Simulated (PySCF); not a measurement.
Species: C10H20.
Cartesian coordinates in Å at the PBE0-D3(BJ)/def2-SVP level; atoms count from 1:
```xyz
30
C10H20 angstrom
C     -1.7393   -0.1134    1.6664
C     -1.7056   -0.0524    0.1364
C     -2.4256    1.2205   -0.3243
C     -2.4779   -1.2522   -0.4243
C     -0.2508   -0.0614   -0.4161
C      0.5351   -1.3389   -0.1006
C      1.9073   -1.3479   -0.7679
C      2.7286   -0.1248   -0.3811
C      1.9594    1.1573   -0.6720
C      0.5868    1.1548   -0.0054
H     -2.7804   -0.1035    2.0264
H     -1.2686   -1.0313    2.0501
H     -1.2268    0.7475    2.1219
H     -2.3656    1.3377   -1.4185
H     -3.4915    1.1795   -0.0504
H     -2.0060    2.1266    0.1365
H     -3.5414   -1.1893   -0.1449
H     -2.4223   -1.2822   -1.5246
H     -2.0967   -2.2094   -0.0399
H     -0.3542   -0.0170   -1.5189
H     -0.0292   -2.2298   -0.4138
H      0.6697   -1.4235    0.9926
H      2.4473   -2.2735   -0.5101
H      1.7748   -1.3631   -1.8650
H      3.6971   -0.1247   -0.9073
H      2.9611   -0.1710    0.6984
H      1.8293    1.2616   -1.7645
H      2.5371    2.0373   -0.3452
H      0.7225    1.1508    1.0910
H      0.0605    2.0895   -0.2495
```

Method used: PBE0-D3(BJ)/def2-SVP geometry optimisation, gas phase in PySCF.

Masses are those of the commonest isotopes; rigid-rotor values at the optimised geometry. The values belong to one conformer with, in the numbering `[CH3:1][C:2]([CH3:3])([CH3:4])[CH:5]1[CH2:6][CH2:7][CH2:8][CH2:9][CH2:10]1`, C2–C5–C6–C7 175°, C5–C6–C7–C8 56°, C6–C7–C8–C9 -54°, C7–C8–C9–C10 54°.

Give the principal moments of inertia and the rotational constants in GHz.

Ia = 223.76, Ib = 581.52, Ic = 667.53 u·Å²; 505379 MHz·u·Å²/I gives 2259, 869.1 and 757.1 MHz, that is A = 2.2586, B = 0.8691, C = 0.7571 GHz.

Classify the top.

An asymmetric top; Ray's κ = -0.851.

Is it planar, by Δ = Ic − Ia − Ib?

Not planar: Δ = Ic − Ia − Ib = -137.74 u·Å². For a rigid frame Δ = −2 Σ m c², so Σ m c² = 68.87 u·Å² lies off the ab plane: 28.28 from hydrogen and 40.59 from heavier atoms. The atom farthest from that plane is 1.99 Å away.

Give the other two planar moments, Paa and Pbb, and the rms extents of the mass along the axes.

Paa = Σ m a² = (Ib + Ic − Ia)/2 = 512.65 and Pbb = Σ m b² = (Ia + Ic − Ib)/2 = 154.88 u·Å². With the mass M = 140.16 u, the rms extents √(P/M) along a, b and c are 1.91, 1.05, 0.70 Å.

List the rotational levels J(Ka,Kc) to J = 5 (cm⁻¹).

Above 0(0,0):
J = 1: 1(0,1) 0.0542, 1(1,1) 0.1006, 1(1,0) 0.1043
J = 2: 2(0,2) 0.1625, 2(1,2) 0.2053, 2(1,1) 0.2165, 2(2,1) 0.3556, 2(2,0) 0.3558
J = 3: 3(0,3) 0.3244, 3(1,3) 0.3623, 3(1,2) 0.3847, 3(2,2) 0.5183, 3(2,1) 0.5194, 3(3,1) 0.7596, 3(3,0) 0.7596
J = 4: 4(0,4) 0.5392, 4(1,4) 0.5714, 4(1,3) 0.6087, 4(2,3) 0.7351, 4(2,2) 0.7383, 4(3,2) 0.9769, 4(3,1) 0.9770, 4(4,1) 1.3141, 4(4,0) 1.3141
J = 5: 5(0,5) 0.8063, 5(1,5) 0.8324, 5(1,4) 0.8882, 5(2,4) 1.0059, 5(2,3) 1.0132, 5(3,3) 1.2488, 5(3,2) 1.2490, 5(4,2) 1.5858, 5(4,1) 1.5858, 5(5,1) 2.0193, 5(5,0) 2.0193
The levels of one J sum to (2J + 1)J(J + 1)(A + B + C)/3.

The dipole components are |μa| = 0.01 D, |μb| = 0.00 D, |μc| = 0.00 D.

Estimate the classical rotational partition function at 25 K, 50 K and 100 K.

Point group Cs, symmetry number σ = 1; q = (√π/σ)·√((kT/h)³/(ABC)), k/h = 20836.6 MHz/K: 17300 at 25 K, 48900 at 50 K, 138000 at 100 K.

No PBE0-D3(BJ)/def2-SVP frequencies stand behind this structure, so it isn't proved a minimum. These are rigid-rotor constants of the computed structure; measured ground-state constants (B0) also hold zero-point vibration. A rigid rotor knows nothing of internal rotation, which can split or shift real lines.

Hardware: an Arm Neoverse V2 with one thread, shared host. Cost: 2.5 min. This is the geometry optimisation.
